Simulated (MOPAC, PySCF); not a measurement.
Dissociation curve of SH (anion, charge -1), singlet.

Computed with: RCCSD(T) = PySCF with CCSD(T) on RHF/aug-cc-pVDZ, 5 core orbitals frozen; PM7, restricted, heats of formation (MOPAC); UHF/aug-cc-pVDZ (PySCF).

Energies are in kcal/mol, each relative to the lowest point of its own curve near equilibrium.

| R / Å | RCCSD(T) | PM7 | UHF |
|---|---|---|---|
| 1.00 | 76.5 | 45.4 | 73.7 |
| 1.07 | 43.0 | 25.7 | 40.6 |
| 1.15 | 19.3 | 11.0 | 17.5 |
| 1.21 | 8.9 | 4.5 | 7.5 |
| 1.27 | 2.9 | 0.9 | 2.1 |
| 1.29 | 1.7 | 0.3 | 1.1 |
| 1.35 | 0.0 | 0.0 | 0.0 |
| 1.39 | 0.1 | 0.9 | 0.6 |
| 1.42 | 0.8 | 2.0 | 1.5 |
| 1.49 | 3.6 | 6.0 | 5.2 |
| 1.56 | 7.7 | 11.5 | 10.2 |
| 1.68 | 16.6 | 23.2 | 20.7 |
| 1.80 | 26.2 | 36.7 | 32.2 |
| 2.01 | 42.1 | 61.3 | 46.9 |
| 2.23 | 55.8 | 85.4 | 54.6 |
| 2.44 | 65.6 | 105.2 | 58.4 |
| 2.72 | 73.9 | 125.9 | 60.9 |
| 2.98 | 77.2 | 140.1 | 62.1 |
| 3.32 | 74.6 | 152.9 | 62.9 |
| 3.64 | 63.7 | 160.7 | 63.3 |
| 4.04 | 35.0 | 167.0 | 63.5 |
| 4.77 | — | 173.4 | 63.7 |
| 5.38 | — | 176.4 | 63.8 |

At the longest distance, 5.38 Å, PM7 lies highest above its minimum (176.4 kcal/mol) and UHF lowest (63.8 kcal/mol).

The RCCSD(T) curve passes through a maximum at 2.98 Å and then falls by 42.1 kcal/mol up to the last usable point.

A dash means that the run gave no value there, or that the column was ended at a point which the program doubted or which failed a test of continuity chosen for this set; such a test can also cut sound points.

The T1 diagnostic of CCSD on the restricted reference of RCCSD(T) exceeds 0.045 at 2.44 to 5.38 Å. Where the anion isn't bound against loss of the electron, the finite basis alone holds it. The restricted form behind PM7 keeps the bonding electrons paired and can't separate into open-shell fragments. The unrestricted determinant behind UHF is spin-contaminated at 2.01 to 5.38 Å (<S²> up to 1.0, against 0.00 for a pure singlet).
